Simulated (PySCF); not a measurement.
A structure optimised at B3LYP-D3(BJ)/def2-SVP, used in a PySCF frequency run:

```xyz
9

Si     1.4265     0.6412     0.6697
Cl     2.0913    -0.4669    -0.9537
O      0.0000     0.0000     1.2128
Si    -1.4265    -0.6412     0.6697
Cl    -2.0913     0.4669    -0.9537
H      1.2286     2.0400     0.2250
H      2.4204     0.5317     1.7601
H     -2.4204    -0.5317     1.7601
H     -1.2286    -2.0400     0.2250
```
Charge 0, spin multiplicity 1.

**Question.** Write its SMILES, formula and point group.

**Answer.** Cl[SiH2]O[SiH2]Cl, Cl2H4OSi2, C2

**Question.** What are its rotational constants (standard atomic weights)?

**Answer.** 3.0353, 1.0383, 0.90447 GHz
